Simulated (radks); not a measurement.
Task: Species: the carbon ion C+. Configuration: [He] 2s1.75 2p1.25 (fractional occupations, a model configuration). Method: Dirac Kohn-Sham, RPBE, spin-unpolarised, spherical densities, finite nucleus; open shells are shared between the two j in proportion to 2j + 1; Fermi nuclear charge, rms radius 2.4702 fm; computed with a radial shooting solver on a logarithmic mesh with Libxc functionals. Some entries of the table are withheld. Estimate them.

| orbital | occ. | eigenvalue (eV) | <r^2> (bohr^2) | <1/r> (bohr^-1) |
|---|---|---|---|---|
| 1s1/2 | 2 | -288.8203 | 0.09873 | 5.659 |
| 2s1/2 | 1.75 | -25.8416 | (1) | 0.9835 |
| 2p1/2 | 0.416667 | -16.9843 | (2) | (3) |
| 2p3/2 | 0.833333 | -16.9728 | (4) | (5) |

Result: 
(1) 2s1/2 <r^2> (bohr^2): 2.548
(2) 2p1/2 <r^2> (bohr^2): 2.869
(3) 2p1/2 <1/r> (bohr^-1): 0.8723
(4) 2p3/2 <r^2> (bohr^2): 2.872
(5) 2p3/2 <1/r> (bohr^-1): 0.8717
